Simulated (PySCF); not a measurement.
From results back to the method.

Species: C3H5ClN2Si.
Structure used (PBE0-D3(BJ)/def2-SVP), in Å, numbered top down from 1:
```
atom  x, y, z in Å
Si1    1.0913    2.7394   -0.0796
N2    -0.6804    2.5707   -0.2296
C3    -1.4447    1.4386   -0.0620
N4    -2.7196    1.6582   -0.2327
C5    -2.8375    2.9885   -0.5279
C6    -1.5922    3.5615   -0.5289
Cl7   -1.0751    5.1650   -0.8220
H8     1.6646    3.1845   -1.3769
H9     1.5560    1.3709    0.2718
H10    1.4113    3.7096    1.0001
H11   -0.9930    0.4776    0.1867
H12   -3.7938    3.4700   -0.7232
```

The closed-shell ground state was solved 5 times with PySCF (density fitting, gas phase), always in the pcSseg-1 basis (158 functions), with these functionals: B97-2, B97-D, CAM-B3LYP, HF and PBE0.

```
row  total energy (Eh)  HOMO (eV)  LUMO (eV)  dipole (D)
  P          -976.3192      -5.64      -0.85        2.97
  Q          -973.7573      -8.89       3.21        3.12
  R          -975.9335      -6.77      -0.03        3.08
  S          -976.3813      -8.01       1.03        3.13
  T          -976.4330      -6.52      -0.05        3.06
```

Problem. Which functional belongs to which row?

Solution. P = B97-D, Q = HF, R = PBE0, S = CAM-B3LYP, T = B97-2. By rising HOMO–LUMO gap: B97-D (GGA) 4.79 eV; B97-2 (global hybrid, 21 % exact exchange) 6.47 eV; PBE0 (global hybrid, 25 % exact exchange) 6.74 eV; CAM-B3LYP (range-separated hybrid) 9.04 eV; HF (all exact exchange) 12.10 eV. Total energies of different functionals aren't bounds to one another; each is stationary for its own functional.

B97-D is run here without its empirical dispersion term; that term would change no orbital, density or response property at a fixed geometry.
